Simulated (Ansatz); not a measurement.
Reaction (cleavage of the B–Si bond): `CB(N)[SiH3]` + H₂Te → `CB(N)[TeH]` + SiH₄

Program: Ansatz. Geometries: PBE0-D4/def2-TZVP. ΔE: electronic, gas phase. CCSD(T)/CBS adds triple-zeta CCSD(T) − MP2 to the extrapolated MP2 energy (def2 sets, frozen cores). This one scheme is used for every species. Functionals use def2-TZVPP. B3LYP here is the variant with VWN-RPA as its local correlation; programs differ in this. Elements past krypton have def2 core potentials. For Te outer-core shells are correlated without core-valence functions, which leaves a few kJ/mol of doubt a bond. Each species was taken in one conformer, which may not be the lowest.

| level | ΔE (kcal/mol) | difference from CCSD(T)/CBS |
| --- | --- | --- |
| PBE-D4 | -13.9 | 3.1 |
| PBE0-D4 | -14.7 | 2.3 |
| B3LYP-D4 | -15.1 | 1.9 |
| ωB97X-V | -14.9 | 2.1 |
| ωB97M-V | -15.5 | 1.5 |
| B2PLYP | -16.0 | 1.0 |
| PBE0 | -14.4 | 2.6 |
| HF/def2-TZVPP | -16.6 | 0.4 |
| SCS-MP2/def2-TZVPP | -18.0 | -1.0 |
| MP2/CBS(def2) | -20.1 | -3.1 |
| CCSD(T)/CBS | -17.0 | 0 |

Largest T1 diagnostic among the species: 0.013.

From PBE to PBE0 (25 % exact exchange), in def2-TZVPP and without D4, ΔE moves by −0.9 kcal/mol. The D4 term adds −0.7 kcal/mol with B3LYP and −0.3 kcal/mol with PBE0; it sums over pairs of atoms, weighted by their polarisabilities, and B3LYP, whose exchange is more repulsive, gets the larger term.
